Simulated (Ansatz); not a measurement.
Ansatz (a program for electronic structure) input (CCSD(T)/aug-cc-pV(D+d)Z):
A basis named .json is the Basis Set Exchange file of that set.

Ansatz 0.2 input:
```yaml
crystal:
  periodic: [false, false, false]
  atoms:
    - {symbol: N, position_ang: [-1.77427077, 1.19253406, -0.03568355]}
    - {symbol: Si, position_ang: [-1.27243443, -0.53894133, 0.21470067]}
    - {symbol: N, position_ang: [0.48863106, -0.32870407, 0.71809606]}
    - {symbol: Si, position_ang: [1.74966266, -0.04582173, -0.37256479]}
    - {symbol: H, position_ang: [-2.77261165, 1.33780648, 0.03074636]}
    - {symbol: H, position_ang: [-1.42138599, 1.69719417, -0.84200130]}
    - {symbol: H, position_ang: [-0.81923776, -0.89721942, -1.23482823]}
    - {symbol: H, position_ang: [0.65961233, -0.16269748, 1.69723343]}
    - {symbol: H, position_ang: [3.01916426, 0.32594798, 0.35132035]}
    - {symbol: H, position_ang: [1.52342691, 1.06034652, -1.35496227]}
    - {symbol: H, position_ang: [2.12931474, -1.22150525, -1.21429844]}
basis:
  gaussian:
    orbitals: aug-cc-pV_D+d_Z.json
total_charge: -1
magnetization: {spin_polarized: false}
correlation: {method: ccsd_t, electrons: outside_noble_gas}
output: {forces: true}
```

End of the output:

```
the calculation of the forces begins
1.04 GiB of device memory are held for the factors and their scratch space
Total energy: -18818.76988494 eV, -691.5770374513 hartree
Atom 0 at    -1.774271     1.192534    -0.035684 Å, force     0.131954     0.169111     0.273309 eV/Å
Atom 1 at    -1.272434    -0.538941     0.214701 Å, force    -0.238733    -0.488689    -0.064847 eV/Å
Atom 2 at     0.488631    -0.328704     0.718096 Å, force    -0.311054    -0.146642     0.243394 eV/Å
Atom 3 at     1.749663    -0.045822    -0.372565 Å, force     0.584128     0.113311    -0.428899 eV/Å
Atom 4 at    -2.772612     1.337806     0.030746 Å, force    -0.413849     0.098740     0.019516 eV/Å
Atom 5 at    -1.421386     1.697194    -0.842001 Å, force     0.124081     0.206959    -0.342502 eV/Å
Atom 6 at    -0.819238    -0.897219    -1.234828 Å, force     0.022994    -0.031642    -0.031104 eV/Å
Atom 7 at     0.659612    -0.162697     1.697233 Å, force     0.091593     0.063629     0.433416 eV/Å
Atom 8 at     3.019164     0.325948     0.351320 Å, force     0.052031     0.022747     0.053532 eV/Å
Atom 9 at     1.523427     1.060347    -1.354962 Å, force    -0.046908     0.091534    -0.082781 eV/Å
Atom 10 at     2.129315    -1.221505    -1.214298 Å, force     0.003763    -0.099058    -0.073035 eV/Å
Dipole moment:     0.628711     0.469812    -0.122475 e Å
```

It need not be the lowest isomer of its formula. Whether it binds its extra electron was not tested at this geometry.
